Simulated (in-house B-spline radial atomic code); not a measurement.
Radial electron density of Ho³⁺, [Kr] 4d10 4f11 5s2 5p5. Method: Dirac-Hartree-Fock, average of configuration, Fermi nucleus of rms radius 5.2022 fm. Calculated with an all-electron radial atomic-structure program (B-spline basis).

Columns: r (bohr), 4πr²n(r) (electrons per bohr), bar.

```
0.000686     2.73 #
0.000845     3.85 #
 0.00104    5.393 ##
 0.00128    7.506 ###
 0.00158    10.42 ####
 0.00194     14.2 #####
 0.00239    19.24 #######
 0.00295    25.78 ##########
 0.00363     33.8 ############
 0.00447    43.44 ################
 0.00551    54.46 ####################
 0.00678    66.05 ########################
 0.00835    77.22 #############################
  0.0103    86.37 ################################
  0.0127    91.71 ##################################
  0.0156     92.2 ##################################
  0.0192    88.49 #################################
  0.0236    83.43 ###############################
  0.0291    81.71 ##############################
  0.0359     87.8 ################################
  0.0442    101.4 #####################################
  0.0544    115.3 ###########################################
   0.067    119.2 ############################################
  0.0825    108.9 ########################################
   0.102    94.09 ###################################
   0.125    91.55 ##################################
   0.154    102.3 ######################################
    0.19    105.8 #######################################
   0.234    85.58 ################################
   0.288    57.24 #####################
   0.354    47.79 ##################
   0.436    55.39 ####################
   0.537    55.93 #####################
   0.661    41.76 ###############
   0.814    25.47 #########
       1    16.11 ######
    1.24    11.22 ####
    1.52     7.35 ###
    1.87    3.726 #
    2.31    1.318 
    2.84   0.3189 
     3.5  0.04692 
    4.31 0.003934 
     5.3 0.0001741
```

On this grid the curve has 4 maxima, near 0.0156, 0.067, 0.19, 0.537 bohr.

The 5p3/2 radial function P(r) = rR(r), positive near the nucleus, with its small component Q(r) (sign convention: Q ≈ (P' + κP/r)/2c):

```csv
r (bohr),P,Q
0.00128,0.00109,-0.0001357
0.00194,0.002387,-0.0002975
0.00295,0.005199,-0.0006492
0.00447,0.01105,-0.001385
0.00678,0.02291,-0.002885
0.0103,0.04566,-0.005805
0.0156,0.08486,-0.01098
0.0236,0.1421,-0.01903
0.0359,0.2012,-0.02903
0.0544,0.2027,-0.03551
0.0825,0.0617,-0.02905
0.125,-0.2021,-0.005633
0.19,-0.2889,0.01773
0.288,0.09841,0.014
0.436,0.4697,-0.007247
0.661,0.03951,-0.011
1,-0.743,0.0003533
1.52,-0.8971,0.005776
2.31,-0.4471,0.003305
3.5,-0.08909,0.000672
5.3,-0.004913,3.713e-05
```
